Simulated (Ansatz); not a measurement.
The Al1–H2 bond of AlBrH2 (SMILES [AlH2][Br]) is stretched (multiplicity 1, the rest rigid).
Geometry at rest (charge 0, multiplicity 1):
```xyz
4

Al    -0.83541    -1.29867     0.20638
H     -0.32445    -2.32949     1.27377
H     -2.12574    -1.47941    -0.66847
Br     0.38030     0.59119    -0.09395
```

Frozen-core correlation. Filled d and f shells under p-block atoms count as core.

Codes used: Ansatz (Gaussian orbitals). Each number belongs to the level named beside it.

Energies above the point at 1.569 Å (the B3LYP-D3(BJ) bond length), FIC-MRCISD+Q on CASSCF(2,2)/def2-TZVPP (kcal/mol): 5.00 at 1.412 Å; 3.26 at 1.726 Å; 86.62 at 5.022 Å.

### Question
Take the last value as the depth D of a Morse curve D(1 − e^(−a(R − R₀)))², fit a and R₀ to the two near points, and test it at 2.119 and 2.746 Å.

### Answer

With D = 86.6, both near points (counted from the curve's value at 1.569 Å) are met by a = 1.37 Å⁻¹ and R₀ = 1.569 Å, so k = 2Da² = 326 kcal/(mol Å²). The curve then gives 24.3 and 55.6 kcal/mol; the level itself gives 25.2 and 60.7, so Morse is off by -0.9 and -5.2.

Ansatz is an electronic-structure program.
